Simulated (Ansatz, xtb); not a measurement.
## C2H3FSiZn: which of two isomers lies lower

Structure X: `F[SiH2]C#[C][ZnH]`, a singlet. Structure Y: `F[Si@@H]1C=[CH][Zn]1`, a singlet. Both are isolated molecules in the gas phase, relaxed with PBE0-D3(BJ)/def2-SVP.

Quicker runs give these differences E(Y) − E(X): GFN2-xTB +0.514 eV; HF/STO-3G −2.433 eV (at GFN2-xTB geometries); r2SCAN-D4/def2-SVP +0.381 eV (at GFN2-xTB geometries).

Estimate which is lower in electronic energy at CCSD(T)/def2-SVP + ΔMP2/def2-TZVPP, and by roughly how much.

The CCSD(T)/def2-SVP + ΔMP2/def2-TZVPP calculation puts structure X lower, by 0.738 eV.

The same difference at several levels:

```csv
level,geometry,E(Y) − E(X) (eV),departure from the last row (eV),"job, with rough time for the two"
GFN2-xTB,GFN2-xTB,+0.514,−0.224,"optimisation, 1.2 s"
HF/STO-3G,GFN2-xTB,−2.433,−3.172,"single point, 29 s"
r2SCAN-D4/def2-SVP,GFN2-xTB,+0.381,−0.357,"single point, 14 s"
PBE0-D3(BJ)/def2-SVP,PBE0-D3(BJ)/def2-SVP,+0.198,−0.540,"optimisation, 2.4 min"
HF/def2-SVP,PBE0-D3(BJ)/def2-SVP,+1.111,+0.373,part of the CCSD(T) run
MP2/def2-SVP,PBE0-D3(BJ)/def2-SVP,+0.856,+0.118,part of the CCSD(T) run
CCSD(T)/def2-SVP,PBE0-D3(BJ)/def2-SVP,+0.721,−0.017,single point
CCSD(T)/def2-SVP + ΔMP2/def2-TZVPP,PBE0-D3(BJ)/def2-SVP,+0.738,,"single point, 2.5 min"
```

As drawn, Y has 1 C=C, 1 Si–Zn, 2 C–H in place of 1 C≡C, 1 Si–H, 1 Zn–H. Structure X has no ring, Y a 4-membered ring.

HF/STO-3G puts the two in the other order. The largest departure from CCSD(T)/def2-SVP + ΔMP2/def2-TZVPP is that of HF/STO-3G, 3.172 eV. The last row adds to CCSD(T) the change of the MP2 difference between the two basis sets, here +0.017 eV.

With harmonic frequencies from PBE0-D3(BJ)/def2-SVP (ideal gas, rigid rotor, one conformer each, 298.15 K, 1 atm): on the last row, ΔE + ΔZPE = +0.913, ΔH = +0.885, ΔG = +0.965 eV.

The correlated steps freeze 13 core orbitals; the last core shell of Zn is correlated, in a basis made for valence electrons. Mirror images aren't counted in ΔG. Programs: Ansatz 0.2.0, xtb 6.7.1; the last row on 2 threads of AMD EPYC (Zen 3) on a shared host.
